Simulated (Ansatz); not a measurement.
Geometry optimisation, RKS LDA/def2-SVP (Ansatz).

The input (input.yaml):

```yaml
crystal:
  periodic: [false, false, false]
  atoms:
    - { symbol: B, position_ang: [0.0, 0.0, 0.0] }
    - { symbol: O, position_ang: [0.0, 0.0, 1.76] }
    - { symbol: H, position_ang: [-0.9095, -0.2814, 2.0971] }
    - { symbol: H, position_ang: [1.0305, 0.0, -0.595] }
    - { symbol: F, position_ang: [-1.1431, 0.0, -0.66] }
    - { symbol: Br, position_ang: [0.1049, 2.2181, 0.7379] }
    - { symbol: H, position_ang: [0.0529, 1.119, 1.7348] }
basis:
  gaussian: { orbitals: def2-SVP }
hamiltonian:
  xc: lda
relax:
  f_tol: 0.15
  max_steps: 25
  restrain:
    - { distance: [0, 5], at: 2.04, k: 30.0 }
    - { distance: [6, 1], at: 1.01, k: 30.0 }
    - { distance: [0, 1], at: 2.61, k: 30.0 }
    - { distance: [6, 5], at: 2.75, k: 30.0 }
```

Launched with:

```bash
$ ansatz run input.yaml --threads 2 --pin off --max-ram 3072MiB --backend cpu --events-out ev --progress --plain --runs-dir out
```

Question: Where does it end, and by what steps?

Answer: The forces met the threshold. The restraints hold the end off the free minimum; the threshold counts their pulls, which the force column leaves out. Restrained pairs: B1–Br6 (2.34 → 2.00 Å), O2–H7 (1.12 → 0.99 Å), B1–O2 (1.76 → 2.59 Å), Br6–H7 (1.48 → 2.75 Å). After 7 steps the energy has fallen by 1.196 eV (the restraints' own energy left out); H7 moved furthest, 0.67 Å.

| step | energy less start (eV) | largest force component (eV/Å) | accepted |
| --- | --- | --- | --- |
| 0 | 0.0000 | 4.362 | yes |
| 1 | -0.6938 | 3.247 | yes |
| 2 | -0.8360 | 3.386 | yes |
| 3 | -1.1082 | 2.074 | yes |
| 4 | -1.0864 | 2.013 | yes |
| 5 | -0.9719 | 2.043 | no |
| 6 | -1.1787 | 1.120 | yes |
| 7 | -1.1958 | 1.113 | yes |

```xyz
7
Properties=species:S:1:pos:R:3
B 0.041 0.483 -0.360
O -0.010 -0.189 2.140
H -0.978 -0.328 2.067
H 1.075 -0.089 -0.638
F -1.141 -0.036 -0.553
Br 0.084 2.430 0.108
H 0.064 0.786 2.311
```

Run time: 5.3 s on 2 threads of Intel(R) Xeon(R) 6975P-C (Granite Rapids), with other jobs on the host, peak memory 0.16 GiB.
